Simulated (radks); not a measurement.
Values are calculated unless marked as measured or tabulated.
Task: The iron ion Fe4+, 22 electrons, occupied as [Ar] 3d4 (the NIST ground configuration). Code: a radial shooting solver on a logarithmic mesh with Libxc functionals. Model: scalar-relativistic Kohn-Sham, PBE, spin-polarised, spherical densities, finite nucleus; open shells are filled with parallel spins first; Fermi nuclear charge, rms radius 3.7377 fm. Some entries of the table are withheld. Estimate them.

| orbital | occ. | eigenvalue (Ry) | r(max) (bohr) |
|---|---|---|---|
| 1s down | 1 | -518.8323 | 0.03827 |
| 1s up | 1 | -518.8312 | 0.03827 |
| 2s up | 1 | -64.82662 | 0.2225 |
| 2s down | 1 | -64.65116 | 0.2223 |
| 2p up | 3 | -55.88733 | 0.1800 |
| 2p down | 3 | -55.75449 | 0.1797 |
| 3s up | 1 | -11.35332 | 0.6953 |
| 3s down | 1 | -10.96495 | 0.6965 |
| 3p up | 3 | (1) | (2) |
| 3p down | 3 | (3) | (4) |
| 3d up | 4 | -4.80097 | (5) |
| 3d down | 0 | -4.43161 | (6) |
| 4s up | 0 | -3.27089 | 1.887 |
| 4s down | 0 | -3.11118 | 1.906 |
| 4p up | 0 | -2.65334 | 2.094 |

Result: 
(1) 3p up eigenvalue (Ry): -8.81427
(2) 3p up r(max) (bohr): 0.7044
(3) 3p down eigenvalue (Ry): -8.43338
(4) 3p down r(max) (bohr): 0.7063
(5) 3d up r(max) (bohr): 0.6743
(6) 3d down r(max) (bohr): 0.6820
